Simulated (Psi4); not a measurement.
F3Ti, doublet, at a GFN2-xTB geometry (such geometries of metal compounds can be far from the true shape); Psi4 1.11 with PBE0/cc-pVDZ.

Here is a job for Psi4.
```
memory 2 GB

molecule {
0 2
  Ti    0.00000000   -0.00000000   -0.00000000
  F    -1.44890707   -0.87306393    0.07165357
  F     0.02042256    1.55241999   -0.67548625
  F     1.42848452   -0.67935606    0.60383267
}

set basis cc-pvdz
set reference uks

energy('pbe0')
print_variables()
```

It wrote (shortened):

```
   => Loading Basis Set <=

    Name: CC-PVDZ
    Role: ORBITAL
    Keyword: BASIS

         ---------------------------------------------------------
                                   SCF
               by Justin Turney, Rob Parrish, Andy Simmonett
                          and Daniel G. A. Smith
                              UKS Reference
         ---------------------------------------------------------

  ==> Geometry <==

    Molecular point group: c1
    Full point group: C1

    Geometry (in Angstrom), charge = 0, multiplicity = 2:

       Center              X                  Y                   Z               Mass
    ------------   -----------------  -----------------  -----------------  -----------------
         TI          -0.000000001810     0.000000000000     0.000000001810    47.947941980000
         F           -1.448907071810    -0.873063930000     0.071653571810    18.998403162730
         F            0.020422558190     1.552419990000    -0.675486248190    18.998403162730
         F            1.428484518190    -0.679356060000     0.603832671810    18.998403162730

  Running in c1 symmetry.

  Rotational constants: A =      0.20635  B =      0.20635  C =      0.10318 [cm^-1]
  Rotational constants: A =   6186.22340  B =   6186.22338  C =   3093.11170 [MHz]
  Nuclear repulsion =  229.498970957642854

  Charge       = 0
  Multiplicity = 2
  Electrons    = 49
  Nalpha       = 25
  Nbeta        = 24

  ==> Algorithm <==

  SCF Algorithm Type is DF.
  DIIS enabled.
  MOM disabled.
  Fractional occupation disabled.
  Guess Type is SAD.
  Energy threshold   = 1.00e-06
  Density threshold  = 1.00e-06
  Integral threshold = 1.00e-12

  ==> Primary Basis <==

  Basis Set: CC-PVDZ
    Blend: CC-PVDZ
    Number of shells: 33
    Number of basis functions: 85
    Number of Cartesian functions: 94
    Spherical Harmonics?: true
    Max angular momentum: 3

  ==> DFT Potential <==

   => LibXC <=

    Version 7.1.2
    S. Lehtola, C. Steigemann, M. J. T. Oliveira, and M. A. L. Marques,  SoftwareX 7, 1–5 (2018) (10.1016/j.softx.2017.11.002)

   => Composite Functional: PBE0 <=

    PBE0 Hyb-GGA Exchange-Correlation Functional

    C. Adamo and V. Barone,  J. Chem. Phys. 110, 6158 (1999) (10.1063/1.478522)
    M. Ernzerhof and G. E. Scuseria,  J. Chem. Phys. 110, 5029 (1999) (10.1063/1.478401)

    Deriv               =              1
    GGA                 =           TRUE
    Meta                =          FALSE

    Exchange Hybrid     =           TRUE
    MP2 Hybrid          =          FALSE

   => Exchange Functionals <=

    0.7500   Perdew, Burke & Ernzerhof

   => Exact (HF) Exchange <=

    0.2500               HF

   => Correlation Functionals <=

    1.0000   Perdew, Burke & Ernzerhof

   => LibXC Density Thresholds  <==

    XC_HYB_GGA_XC_PBEH:  1.00E-15

   => Molecular Quadrature <=

    Radial Scheme          =       TREUTLER
    Pruning Scheme         =           NONE
    Nuclear Scheme         =       TREUTLER

    Blocking Scheme        =         OCTREE
    BS radius alpha        =              1
    Pruning alpha          =              1
    Radial Points          =             75
    Spherical Points       =            302
    Total Points           =          88289
    Total Blocks           =            715
    Max Points             =            256
    Max Functions          =             85
    Weights Tolerance      =       1.00E-15

   => Loading Basis Set <=

    Name: (CC-PVDZ AUX)
    Role: JKFIT
    Keyword: DF_BASIS_SCF

  ==> Integral Setup <==

  SCF_SUBTYPE=INCORE selected. In-core MEM_DF algorithm will be used.
  Using in-core AOs.

  ==> MemDFJK: Density-Fitted J/K Matrices <==

    J tasked:                   Yes
    K tasked:                   Yes
    wK tasked:                   No
    Algorithm:                 Core
    Schwarz Cutoff:           1E-12
    Mask sparsity (%):       0.0000
    Fitting Condition:        1E-10

   => Auxiliary Basis Set <=

[...]
  Reciprocal condition number of the overlap matrix is 2.9552683350E-05.
    Using symmetric orthogonalization.

  ==> Pre-Iterations <==

  SCF Guess: Superposition of Atomic Densities via on-the-fly atomic UHF (no occupation information).

   -------------------------
    Irrep   Nso     Nmo
   -------------------------
     A         85      85
   -------------------------
    Total      85      85
   -------------------------

  ==> Iterations <==

                           Total Energy        Delta E     RMS |[F,P]|

   @DF-UKS iter SAD: -1147.64629179722624   -1.14765e+03   0.00000e+00
   @DF-UKS iter   1: -1148.56602389417594   -9.19732e-01   8.64316e-03 ADIIS/DIIS
   @DF-UKS iter   2: -1147.87496038690301    6.91064e-01   1.94416e-02 ADIIS/DIIS
   @DF-UKS iter   3: -1148.72207325247132   -8.47113e-01   2.37252e-03 ADIIS/DIIS
   @DF-UKS iter   4: -1148.74052175208772   -1.84485e-02   5.89366e-04 ADIIS/DIIS
   @DF-UKS iter   5: -1148.74162476246397   -1.10301e-03   1.98371e-05 DIIS
   @DF-UKS iter   6: -1148.74162837530776   -3.61284e-06   7.39402e-06 DIIS
   @DF-UKS iter   7: -1148.74162881674670   -4.41439e-07   1.71988e-06 DIIS
   @DF-UKS iter   8: -1148.74162883841291   -2.16662e-08   9.23534e-07 DIIS
  Energy and wave function converged.

  ==> Post-Iterations <==

   Electrons on quadrature grid:
      Nalpha   =   24.9999799991 ; deviation = -2.000e-05
      Nbeta    =   23.9999797398 ; deviation = -2.026e-05
      Ntotal   =   48.9999597389 ; deviation = -4.026e-05

   @Spin Contamination Metric:   2.377915774E-03
   @S^2 Expected:                7.500000000E-01
   @S^2 Observed:                7.523779158E-01
   @S   Expected:                5.000000000E-01
   @S   Observed:                5.000000000E-01

    Orbital Energies [Eh]
    ---------------------

    Alpha Occupied:

[...]
      25A     -0.247741

    Alpha Virtual:

[...]
    Beta Occupied:

[...]
    Beta Virtual:

[...]
      85A      4.205069

    Final Occupation by Irrep:
              A
    DOCC [    24 ]
    SOCC [     1 ]
    NA   [    25 ]
    NB   [    24 ]

  @DF-UKS Final Energy: -1148.74162883841291

   => Energetics <=

    Nuclear Repulsion Energy =            229.4989709576428538
    One-Electron Energy =               -2039.4811034946746986
    Two-Electron Energy =                 716.5385256538953627
    DFT Exchange-Correlation Energy =     -55.2980219552764041
    Empirical Dispersion Energy =           0.0000000000000000
    VV10 Nonlocal Energy =                  0.0000000000000000
    Total Energy =                      -1148.7416288384129075

  UHF NO Occupations:
  HONO-2 :   23  A 1.9998254
  HONO-1 :   24  A 1.9996960
  HONO-0 :   25  A 1.0000000
  LUNO+0 :   26  A 0.0003040
  LUNO+1 :   27  A 0.0001746
  LUNO+2 :   28  A 0.0001657
  LUNO+3 :   29  A 0.0001657

Computation Completed

Properties will be evaluated at   0.000000,   0.000000,   0.000000 [a0]

Properties computed using the SCF density matrix

 Multipole Moments:

 ------------------------------------------------------------------------------------
     Multipole            Electronic (a.u.)      Nuclear  (a.u.)        Total (a.u.)
 ------------------------------------------------------------------------------------

 L = 1.  Multiply by 2.5417464519 to convert [e a0] to [Debye]
 Dipole X            :          0.0000762            0.0000000            0.0000762
 Dipole Y            :          0.0000459           -0.0000000            0.0000459
 Dipole Z            :         -0.0000038           -0.0000000           -0.0000038
 Magnitude           :                                                    0.0000891

 ------------------------------------------------------------------------------------

  Variable Map:
  ----------------------------------------------------------------------------
[...]
  Array Variable Map:
  ----------------------------------------------------------------------------
[...]
[...]
```
